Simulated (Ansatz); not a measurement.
Re(O)3(Me) cation (CH3O3Re), SMILES [O]=[Re]([CH3])(=[O])=[O] (connectivity only; charge and spin as stated), charge +1, multiplicity 2.

The structure is a stationary point at B3LYP-D3(BJ)/def2-SVP. The multiplicity is an assumed one; no other spin state was optimised. The isomer is the one that the SMILES or the coordinates give; other isomers of the formula were not compared. The def2 effective core potentials stand for the cores of Re; spin–orbit coupling is left out.

Two levels are set side by side: PBE/def2-SVPD (Ansatz, a program for electronic structure) and PBE0/def2-SVPD (Ansatz). Energy differences of separate SCF runs at the same geometry; the states with an electron removed or added have multiplicity 3 and 1. Differences are taken from unrounded values.

```csv
quantity,PBE0
vertical ionisation energy (eV),18.22
vertical electron affinity (eV),11.02
```

What does PBE give, and how far is it from PBE0? (Estimate from the structure and the level; the computed values follow.)


```
quantity                           PBE  PBE minus PBE0
-------------------------------  -----  --------------
vertical ionisation energy (eV)  17.94           -0.28
vertical electron affinity (eV)  11.05            0.03
```

Here PBE gives about what the other level gives.
